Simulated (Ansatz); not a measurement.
Consider the hydrogenolysis of the Si–O bond: `O[SiH2][SiH](O)F` + H₂ → `O[SiH2][SiH2]F` + H₂O.

Calculated with Ansatz (gas phase, PBE0-D4/def2-TZVP geometries, no zero-point term in ΔE). CBS: MP2 limit from def2 TZ/QZ plus the TZ coupled-cluster correction, frozen cores. This one scheme is used for every species. Each species was taken in one conformer, which may not be the lowest.

| species | CCSD(T)/CBS(def2) energy (Eh) |
| --- | --- |
| `O[SiH2][SiH](O)F` | -831.46372 |
| H₂ | -1.17544 |
| `O[SiH2][SiH2]F` | -756.22527 |
| H₂O | -76.37941 |

**Question.** Work out ΔE.

**Answer.** ΔE = (-756.22527) + (-76.37941) − (-831.46372) − (-1.17544) = 0.03448 Eh = +90.5 kJ/mol.

Largest T1 diagnostic among the species: 0.012.

In def2-TZVPP, CCSD(T) changes the Hartree–Fock value by +10.4 kJ/mol (the triples alone add +3.4 kJ/mol) and MP2 by +16.4 kJ/mol. The D4 term adds +6.9 kJ/mol with B3LYP and +3.7 kJ/mol with PBE0; it sums over pairs of atoms, weighted by their polarisabilities, and B3LYP, whose exchange is more repulsive, gets the larger term.

B3LYP here is the variant with VWN-RPA as its local correlation; programs differ in this.
